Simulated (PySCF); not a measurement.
CH2NS, SMILES N[C]=S, multiplicity 2.

Coordinates come from a r2SCAN-D4/def2-TZVP optimisation. The isomer is the one that the SMILES or the coordinates give; other isomers of the formula were not compared. One conformer was computed; it need not be the lowest.

Level of theory: r2SCAN-D4/def2-TZVP (PySCF).

Frequencies are harmonic and unscaled.

**Question.** List the normal modes with their intensities. (Estimate from the structure and the level; the computed values follow.)

**Answer.** 
```tsv
mode	ν (cm⁻¹)	IR (km/mol)	moving atoms (share of kinetic energy)
1	374	11.6	C 40 %, H 22 %, N 20 %, S 17 %
2	458	181.3	H 82 %, N 18 %
3	592	0.4	H 66 %, C 26 %
4	884	11.3	S 33 %, N 27 %, C 26 %, H 14 %
5	1154	2.8	H 63 %, C 19 %, N 17 %
6	1532	218.3	C 65 %, H 18 %, N 14 %
7	1631	100.2	H 75 %, N 19 %
8	3421	0.0	H 95 %
9	3622	74.6	H 92 %, N 8 %
```
